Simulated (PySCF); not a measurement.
# Ca⁺: ionisation energy

Ca⁺ [Ar] 4s1 (2S) → Ca²⁺ [Ar] (1S), as a difference of total energies. Calculation: PySCF 2.14, in dyall-av2z (17s13p4d, 76 functions); no relativity, point nucleus. The calculations carry no spin-orbit coupling.

| method | ionisation energy (eV) |
| --- | --- |
| UHF | 11.313 |
| LDA | 12.113 |
| PBE | 11.986 |
| PBE0 | 11.871 |
| r2SCAN | 11.664 |
| wB97X | 11.412 |
| r2SCANh | 11.676 |

Problem. Estimate what TPSS gives.

Solution. 11.705 eV, closest to r2SCANh among the rows shown.

Problem. Estimate what B97-3 gives.

Solution. 11.652 eV, closest to r2SCAN among the rows shown.

These non-relativistic numbers lack the scalar-relativistic shift.

For comparison: 11.872 eV (measured; NIST Atomic Spectra Database, ionization energies).
